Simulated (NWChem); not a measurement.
Species: C₄H₂ClFO; SMILES Fc1occc1Cl

```xyz
9

F     -1.9818    -0.5314     0.0000
C     -0.6822    -0.5923     0.0000
O     -0.1497    -1.8102     0.0000
C      1.2015    -1.6531     0.0000
C      1.5240    -0.3330     0.0000
C      0.2766     0.3744     0.0000
Cl     0.0297     2.0648     0.0000
H      1.7866    -2.5677     0.0000
H      2.5182     0.1066     0.0000
```
Atoms are numbered in this order, from 1.

Program: NWChem. Geometry optimised at PBE0/def2-SVP; all other runs use it. 

| quantity | level | value |
|---|---|---|
| anisotropy (bohr³), static | PBE/def2-SVPD | 34.9 |
| vertical, lowest state with f > 0.02, singlet (eV) | PBE/def2-SVPD, TDA | (withheld) |
| −ε(HOMO) (eV) | PBE/def2-SVP | (withheld) |
| solvation free energy (kcal/mol) in n-hexane | PBE0/def2-SVP, SMD | -2.8 |
| dipole (D) | PBE0/def2-SVP | 1.92 |
| highest harmonic frequency (cm⁻¹) | PBE0/def2-SVP | (withheld) |

Fill in the missing entries.


- vertical, lowest state with f > 0.02, singlet (eV), value: 5.74
- −ε(HOMO) (eV), value: 5.49
- highest harmonic frequency (cm⁻¹), value: 3322
